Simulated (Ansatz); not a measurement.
C4H4F6O, SMILES `FC(F)COC(F)(F)C(F)F`, 15 atoms. Charge 0, multiplicity 1. Hardware: A = 4 threads of an AMD EPYC 7R13 on a shared host; B = 4 threads of an AMD EPYC 7R13 on a shared host and a share of an NVIDIA H100 80 GB. Correlated methods freeze the cores.

Give the basis size and wall time and peak host memory of each of these runs in Ansatz. direct RPA on PBE orbitals/def2-TZVPP energy [B]; RHF-MP2/def2-QZVPP energy [B]; RKS PBE0-D4/def2-TZVP frequencies [B]; RKS PBE0-D4/def2-QZVPP energy [B]; RKS SPW92 (LDA)/def2-TZVPP energy [B]; RKS B3LYP-D4/def2-TZVPP energy and forces [B]; RKS CAM-B3LYP-D4/def2-TZVPP energy [B]; RKS PBE0-D4/def2-SVP energy [A]; RHF-CCSD(T)/def2-TZVPP energy [B]; RKS ωB97M-V/def2-QZVPP energy [B]; RKS ωB97M-V/def2-SVP energy [A]; RKS PBE0-D4/def2-TZVP relaxation (11 steps) [B]. (Best estimate.)

Computed: Other jobs shared the machine, so times are rough.

```csv
level,job,functions,wall time,peak host memory (GiB)
RKS PBE0-D4/def2-SVP,energy [A],174,2.6 s,0.82
RKS SPW92 (LDA)/def2-TZVPP,energy [B],397,4.8 s,0.86
RKS CAM-B3LYP-D4/def2-TZVPP,energy [B],397,6 s,0.9
RKS ωB97M-V/def2-SVP,energy [A],174,7 s,0.84
RHF-MP2/def2-QZVPP,energy [B],747,7 s,1.4
direct RPA on PBE orbitals/def2-TZVPP,energy [B],397,7.5 s,1.8
RKS PBE0-D4/def2-QZVPP,energy [B],747,9 s,1.3
RKS ωB97M-V/def2-QZVPP,energy [B],747,12 s,1.4
RKS B3LYP-D4/def2-TZVPP,energy and forces [B],397,13 s,0.95
RHF-CCSD(T)/def2-TZVPP,energy [B],397,30 s,0.87
RKS PBE0-D4/def2-TZVP,relaxation (11 steps) [B],365,40 s,0.97
RKS PBE0-D4/def2-TZVP,frequencies [B],365,2.7 min,0.98
```

B3LYP here is the variant with VWN-RPA as its local correlation; programs differ in this.
